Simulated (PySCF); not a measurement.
Work out the structure from these simulated measurements.

Elements present: C, H, O and Si. Monoisotopic mass: 144.0607 u.

* Rotational structure: rotational constants A, B, C: 3.330, 0.556, 0.528 GHz [GFN2-xTB]
* 13C NMR: chemical shifts (computed TMS as zero) by class: 82.1 (1 C), 73.3 (1 C), 73.3 (1 C), 68.4 (1 C), 20.7 (1 C), 4.6 (1 C) ppm [GIAO PBE0/pcSseg-1]
* NMR, other nuclei: isotropic shieldings of nuclei other than C and H, by class: 301 (1 O), 328 (1 O), 374 (1 Si) ppm [GIAO PBE0/pcSseg-1]
* Dipole: 1.54 D [PBE0/pcSseg-1]
* 1H NMR: chemical shifts (computed TMS as zero) by class: 4.90 (1 H), 4.89 (1 H), 4.13 (1 H), 3.73 (1 H), 3.46 (1 H), 2.12 (1 H), 2.06 (1 H), 1.42 (1 H), 1.32 (3 H), 1.17 (1 H) ppm [GIAO PBE0/pcSseg-1]

Gas-phase values; electronic properties from PySCF, density fitting. Levels stand in brackets. The structure is a single GFN2-xTB conformer in the gas phase; no vibrational or solvent corrections. NMR values are class means; diastereotopic atoms form classes of their own.

Problem. Which formula fits the mass and the elements?

Solution. C6H12O2Si (calculated 144.0607). No other formula that holds each of these elements comes within 0.0003 u with a fitting electron parity and a possible valence count.

Problem. Propose a structure and show how it fits.

Solution. Numbering: `[CH:1]#[C:2][CH2:3][SiH2:4][O:5][C@@H:6]([CH3:7])[CH2:8][OH:9]`. Its formula, C6H12O2Si, gives 2 degrees of unsaturation: 0 rings and 2 π bonds in the structure found. 6 carbons fall into 6 classes; from least to most shielded: alkyne carbon [C2] (82.1 ppm), terminal alkyne carbon [C1] (73.3 ppm), sp3 carbon bound to oxygen [C6] (73.3 ppm), carbinol carbon (C–OH) [C8] (68.4 ppm), methyl carbon [C7] (20.7 ppm), sp3 carbon bound to silicon [C3] (4.6 ppm). Hydrogen classes from least to most shielded: 1 H on an oxygen-bound silicon, Si4 (4.90 ppm), 1 H on an oxygen-bound silicon, Si4 (4.89 ppm), 1 H on a carbinol carbon (C–OH), C8 (4.13 ppm), 1 H on an sp3 carbon bound to oxygen, C6 (3.73 ppm), 1 H on a carbinol carbon (C–OH), C8 (3.46 ppm), 1 H on an sp3 carbon bound to silicon, C3 (2.12 ppm), 1 H on an sp3 carbon bound to silicon, C3 (2.06 ppm), 1 H on an alcohol oxygen, O9 (1.42 ppm), 3 H on a methyl carbon, C7 (1.32 ppm, a mean of values up to 1.3 ppm apart in this geometry), 1 H on a terminal alkyne carbon, C1 (1.17 ppm). The other shieldings belong to: 301 ppm, silyl ether oxygen [O5]; 328 ppm, alcohol oxygen [O9]; 374 ppm, oxygen-bound silicon [Si4]. The optimised geometry has point group C1 and is an asymmetric top. Structure: `C#CC[SiH2]O[C@@H](C)CO`. Computed isomers that give other values at the same levels: `CC[C@@H]1C[C@@]1([SiH3])OC=O` (13C chemical shifts (computed TMS as zero) by class: 169.9 (1 C), 54.7 (1 C), 30.8 (1 C), 27.0 (1 C), 19.8 (1 C), 17.1 (1 C) ppm); `CC[C@H](OC)[SiH2]C=C=O` (13C chemical shifts (computed TMS as zero) by class: 183.5 (1 C), 76.6 (1 C), 58.8 (1 C), 24.6 (1 C), 11.8 (1 C), -7.3 (1 C) ppm); `C=C1CO[C@@H](CO)C[SiH2]1` (13C chemical shifts (computed TMS as zero) by class: 149.8 (1 C), 133.9 (1 C), 82.8 (1 C), 81.6 (1 C), 74.4 (1 C), 13.6 (1 C) ppm). The assignments are read from this structure; whether some other isomer fits the data as well wasn't checked. The mirror image fits equally.
